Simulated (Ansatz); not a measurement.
AlCu₂. Total charge 0; doublet. Geometry PBE-D4/def2-TZVP.

```xyz
3

Al   -0.576   -0.587   -1.204
Cu    1.036   -0.607    0.685
Cu   -0.460    1.193    0.519
```

The 6-31G sets use Cartesian d functions. At HF/STO-3G, HF/6-31G the charge 0 doublet is spin-contaminated (final ⟨S²⟩ up to 3.98, 0.75 for a pure state). The structure comes from a short search, and lower isomers may exist.

Question: Estimate the α-spin orbital energies around the gap (eV) in Ansatz with HF/STO-3G, HF/6-31G, PBE-D4/def2-TZVPD, revPBE-D4/def2-TZVP, r2SCAN-D4/def2-TZVP.

Answer: 
```
orbital  HF/STO-3G  HF/6-31G  PBE-D4/def2-TZVPD  revPBE-D4/def2-TZVP  r2SCAN-D4/def2-TZVP
 HOMO−9     -11.13    -11.71              -6.56                -6.47                -6.68
 HOMO−8     -11.10    -11.59              -6.32                -6.23                -6.46
 HOMO−7     -11.04    -11.55              -6.21                -6.12                -6.32
 HOMO−6     -10.99    -11.50              -6.11                -6.03                -6.23
 HOMO−5     -10.54    -11.32              -6.05                -5.96                -6.15
 HOMO−4      -9.82    -11.06              -5.90                -5.81                -6.00
 HOMO−3      -8.26    -10.93              -5.76                -5.68                -5.86
 HOMO−2      -7.21    -10.75              -5.73                -5.64                -5.83
 HOMO−1      -5.26     -6.59              -5.02                -4.93                -5.03
   HOMO      -5.01     -6.07              -4.39                -4.32                -4.60
   LUMO       3.13      0.27              -3.04                -2.89                -2.84
 LUMO+1       3.99      0.96              -2.27                -2.18                -2.10
 LUMO+2       4.10      1.42              -1.86                -1.78                -1.69
 LUMO+3       8.39      2.07              -1.18                -0.72                -0.74
 LUMO+4      10.57      2.66              -0.55                 0.36                 0.55
 LUMO+5      14.31      2.89               0.04                 0.90                 1.13
 β HOMO      -4.31     -5.76              -4.93                -4.84                -4.98
 β LUMO       2.31      0.34              -3.75                -3.62                -3.43
```
